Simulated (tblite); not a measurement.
C₉H₈SSi.
Numbering: `[SiH3:1][c:2]1[cH:3][c:4]([CH:5]=[S:6])[cH:7][c:8]2[c:9]1[CH:10]=[CH:11]2` (hydrogens: H12, H13, H14 on Si1; H15 on C3; H16 on C5; H17 on C7; H18 on C10; H19 on C11)

The geometry is computed with GFN2-xTB (gas phase).

(1) What internal coordinates does the optimisation give?

## Answers

(1) 
| bond | length (pm) |
| --- | --- |
| Si1–C2 | 188.9 |
| C2–C3 | 142.0 |
| C3–C4 | 138.8 |
| C4–C5 | 142.9 |
| C5=S6 | 163.3 |
| C4–C7 | 144.0 |
| C7–C8 | 134.3 |
| C8–C9 | 143.1 |
| C9–C10 | 149.7 |
| C10=C11 | 134.6 |
| C2–C9 | 136.2 |
| C8–C11 | 150.6 |
| Si1–H12, Si1–H13, Si1–H14 | 146.3 |
| C3–H15 | 108.2 |
| C5–H16 | 108.7 |
| C7–H17 | 107.8 |
| C10–H18 | 107.3 |
| C11–H19 | 107.3 |

Bonds in one row agree within 1 pm and their mean is given. A selection of angles:
| angle | degrees |
| --- | --- |
| Si1–C2–C3 | 122.5 |
| Si1–C2–C9 | 124.4 |
| C3–C2–C9 | 113.1 |
| C2–C3–C4 | 124.0 |
| C3–C4–C5 | 119.1 |
| C3–C4–C7 | 120.9 |
| C5–C4–C7 | 120.1 |
| C4–C5–S6 | 125.6 |
| C4–C7–C8 | 115.1 |
| C7–C8–C9 | 122.9 |
| C7–C8–C11 | 149.0 |
| C9–C8–C11 | 88.1 |
| C8–C9–C10 | 88.7 |
| C2–C9–C8 | 124.0 |
| C2–C9–C10 | 147.3 |
| C9–C10–C11 | 91.7 |
| C8–C11–C10 | 91.5 |

Dihedral angles: C3–C4–C5–S6 180° (antiperiplanar); C8–C9–C10–C11 0° (synperiplanar); C9–C10–C11–C8 0° (synperiplanar); C7–C8–C11–C10 180° (antiperiplanar). The mirror-image conformer, all signs reversed, is as good.

The 6-membered ring C2–C3–C4–C7–C8–C9 has internal angles of 113.1° to 124.0° (sum 720°, against 720° for a flat polygon); it is planar, 0.00 Å rms from its mean plane, widest ring torsion 0°. Of the pairs four or more bonds apart, S6···H17 is among the closest relative to their van der Waals radii: 2.69 Å, 90 % of the sum of Bondi's values. The 4-membered ring C8–C9–C10–C11 has internal angles of 88.1° to 91.7°; it is planar, 0.00 Å rms from its mean plane, widest ring torsion 0°. The C–C distances run from 1.343 Å (C7–C8, aromatic) to 1.506 Å (C8–C11, drawn single), a spread of 0.163 Å. The 11 heavy atoms lie in one plane (0.003 Å rms). Si1 (SiH3 silicon) is tetrahedral (angles from 108.3° to 110.7°).

Point group: C1 (no symmetry element, even within 0.4 Å). GFN2-xTB frequencies show an imaginary mode (26i cm⁻¹), so the point is no minimum at that level.
